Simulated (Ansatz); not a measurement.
C2HF3O2, charge +1, doublet, at the geometry of the source list (a state made from the parent by changing its charge; the spin is typed, not shown lowest), atoms displaced at random by about 0.05 Å a coordinate. Base run: PBE0/3-21G (Ansatz, a first-principles code).

Here is a job for Ansatz.
Ansatz 0.2 input:
```yaml
crystal:
  periodic: [false, false, false]
  atoms:
    - {symbol: O, position_ang: [1.25878250, -0.79759012, 0.39763796]}
    - {symbol: C, position_ang: [0.55381772, 0.19603466, 0.02637631]}
    - {symbol: O, position_ang: [1.06437311, 1.36379404, -0.31319570]}
    - {symbol: C, position_ang: [-0.98731491, 0.01894564, -0.10595563]}
    - {symbol: F, position_ang: [-1.39155347, -0.30407208, 1.15764189]}
    - {symbol: F, position_ang: [-1.59408769, 1.11292139, -0.45524272]}
    - {symbol: F, position_ang: [-1.13115450, -0.88424811, -0.99319021]}
    - {symbol: H, position_ang: [2.07005647, -0.66353100, 0.49064191]}
basis:
  gaussian:
    orbitals: 3-21G.json
hamiltonian:
  xc: pbe0
total_charge: 1
magnetization: {spin_polarized: true, initial_magnetization: 1}
relax: {}
```
The basis file holds 3-21G in the JSON format of the Basis Set Exchange.

Variants of this job, named by their change:

```
change                          ΔE vs base (kJ/mol)  optimiser steps  core-seconds (rough)
------------------------------  -------------------  ---------------  --------------------
base                                           0.00                9                    30
relax = f_tol: 0.002                           0.00               11                    40
relax = max_displacement: 0.5                  0.00                8                    30
relax = max_displacement: 0.02                 0.00               15                    50
relax = f_tol: 0.05                            0.01                7                    30
relax = escape_saddle: false                   0.00                9                    20
relax = f_tol: 0.0005                          0.00               11                    40
```
